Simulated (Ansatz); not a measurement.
SiHMe2(OSiMe3) (C5H16OSi2), 24 atoms. Hardware: 2 threads of AMD EPYC 7R13 on a shared host and a share (18 GiB) of an NVIDIA H100 80GB HBM3.

Correlated methods freeze 16 core orbitals.

Q: How many basis functions does each of these Ansatz runs have, and roughly what does it cost? LC-ωPBE (ω = 0.20 bohr⁻¹)/def2-SVP, charge 0 singlet, energy, from earlier orbitals; PBE-QIDH/def2-TZVPD, charge 0 singlet, energy, from earlier orbitals; r2SCAN-D4/def2-SVP, charge 0 singlet, relaxation, 22 steps; RPA@PBE/def2-TZVP, charge 0 singlet, energy, from earlier orbitals; PBE0-D4/def2-TZVPD, charge -1 doublet at the geometry of the charge 0 singlet, energy; CCSD(T)/def2-SVP, charge 0 singlet, energy, from earlier orbitals; PBE-QIDH/def2-TZVPD, charge -1 doublet at the geometry of the charge 0 singlet, energy, from earlier orbitals; LC-ωPBE (ω = 0.20 bohr⁻¹)/def2-SVP, charge -1 doublet at the geometry of the charge 0 singlet, energy, from earlier orbitals; LC-ωPBE (ω = 0.30 bohr⁻¹)/def2-SVP, charge 1 doublet at the geometry of the charge 0 singlet, energy, from earlier orbitals; LC-ωPBE (ω = 0.30 bohr⁻¹)/def2-SVP, charge 0 singlet, energy, from earlier orbitals; PBE-D4/def2-TZVPD, charge 0 singlet, energy, from earlier orbitals; LC-ωPBE (ω = 0.20 bohr⁻¹)/def2-SVP, charge 1 doublet at the geometry of the charge 0 singlet, energy, from earlier orbitals.

A: Other jobs shared the machine, so times can vary by a factor of up to 3.

```json
{"run": "LC-ωPBE (ω = 0.20 bohr⁻¹)/def2-SVP, charge -1 doublet at the geometry of the charge 0 singlet, energy, from earlier orbitals", "functions": "200", "fitting or Cholesky vectors": "2253", "wall time": "3.8 s", "peak host memory (GiB)": "0.9"}
{"run": "PBE-D4/def2-TZVPD, charge 0 singlet, energy, from earlier orbitals", "functions": "455", "fitting or Cholesky vectors": "2420", "wall time": "4.8 s", "peak host memory (GiB)": "0.92"}
{"run": "PBE-QIDH/def2-TZVPD, charge 0 singlet, energy, from earlier orbitals", "functions": "455", "fitting or Cholesky vectors": "3125", "wall time": "5.5 s", "peak host memory (GiB)": "2.9"}
{"run": "LC-ωPBE (ω = 0.30 bohr⁻¹)/def2-SVP, charge 1 doublet at the geometry of the charge 0 singlet, energy, from earlier orbitals", "functions": "200", "fitting or Cholesky vectors": "2253", "wall time": "5.5 s", "peak host memory (GiB)": "0.97"}
{"run": "LC-ωPBE (ω = 0.20 bohr⁻¹)/def2-SVP, charge 0 singlet, energy, from earlier orbitals", "functions": "200", "fitting or Cholesky vectors": "2253", "wall time": "6 s", "peak host memory (GiB)": "0.86"}
{"run": "CCSD(T)/def2-SVP, charge 0 singlet, energy, from earlier orbitals", "functions": "200", "fitting or Cholesky vectors": "2030", "wall time": "6.5 s", "peak host memory (GiB)": "0.81"}
{"run": "LC-ωPBE (ω = 0.30 bohr⁻¹)/def2-SVP, charge 0 singlet, energy, from earlier orbitals", "functions": "200", "fitting or Cholesky vectors": "2253", "wall time": "6.5 s", "peak host memory (GiB)": "0.86"}
{"run": "LC-ωPBE (ω = 0.20 bohr⁻¹)/def2-SVP, charge 1 doublet at the geometry of the charge 0 singlet, energy, from earlier orbitals", "functions": "200", "fitting or Cholesky vectors": "2253", "wall time": "8 s", "peak host memory (GiB)": "0.96"}
{"run": "RPA@PBE/def2-TZVP, charge 0 singlet, energy, from earlier orbitals", "functions": "356", "fitting or Cholesky vectors": "2413", "wall time": "8.5 s", "peak host memory (GiB)": "1.7"}
{"run": "PBE0-D4/def2-TZVPD, charge -1 doublet at the geometry of the charge 0 singlet, energy", "functions": "455", "fitting or Cholesky vectors": "2462", "wall time": "14 s", "peak host memory (GiB)": "1.1"}
{"run": "PBE-QIDH/def2-TZVPD, charge -1 doublet at the geometry of the charge 0 singlet, energy, from earlier orbitals", "functions": "455", "fitting or Cholesky vectors": "3167", "wall time": "18 s", "peak host memory (GiB)": "3"}
{"run": "r2SCAN-D4/def2-SVP, charge 0 singlet, relaxation, 22 steps", "functions": "200", "fitting or Cholesky vectors": "2253", "wall time": "66 s", "peak host memory (GiB)": "0.86"}
```
